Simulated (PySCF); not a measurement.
Au2H2S2Si, SMILES [SiH2]([S][Au])[S][Au], multiplicity 1.

The structure is a stationary point at B3LYP-D3(BJ)/def2-SVP. The multiplicity is an assumed one; other spin states were not compared. The def2 effective core potentials stand for the cores of Au; spin–orbit coupling is left out. One conformer was computed; it need not be the lowest.

Method: TDDFT-M06-2X/def2-SVPD run with PySCF 2.14.0.

Vertical excitations.  State labels are in the subgroup Cs.

```tsv
state	symmetry	energy (eV)	λ (nm)	f	main pairs
S1	A"	2.24	553	0.000	HOMO→LUMO 69 %, HOMO−1→LUMO+1 27 %
S2	A'	2.32	535	0.008	HOMO−1→LUMO 57 %, HOMO→LUMO+1 39 %
S3	A"	3.09	401	0.200	HOMO−2→LUMO 63 %, HOMO−3→LUMO+1 21 %
S4	A'	3.22	385	0.039	HOMO−3→LUMO 55 %, HOMO−2→LUMO+1 27 %
S5	A"	3.63	341	0.007	HOMO−4→LUMO 57 %, HOMO−3→LUMO+1 17 %, HOMO−5→LUMO+1 9 %
S6	A'	3.74	332	0.004	HOMO−4→LUMO+1 30 %, HOMO−5→LUMO 27 %, HOMO−2→LUMO+1 18 %, HOMO−3→LUMO 11 %
S7	A'	3.75	330	0.000	HOMO→LUMO+1 53 %, HOMO−1→LUMO 38 %
S8	A"	3.83	324	0.000	HOMO−1→LUMO+1 62 %, HOMO→LUMO 25 %
S9	A'	3.94	314	0.000	HOMO−7→LUMO 57 %, HOMO−9→LUMO+1 39 %
S10	A"	3.95	314	0.001	HOMO−9→LUMO 57 %, HOMO−7→LUMO+1 39 %
T1	A"	1.86	667	0	HOMO→LUMO 63 %, HOMO−1→LUMO+1 29 %
T2	A'	1.91	649	0	HOMO−1→LUMO 52 %, HOMO→LUMO+1 40 %
T3	A"	2.30	538	0	HOMO−2→LUMO 60 %, HOMO−3→LUMO+1 27 %
T4	A'	2.34	529	0	HOMO−3→LUMO 49 %, HOMO−2→LUMO+1 37 %
```
Triplets are in the Tamm–Dancoff approximation, which puts them higher than full response would, so one can lie above its singlet here.
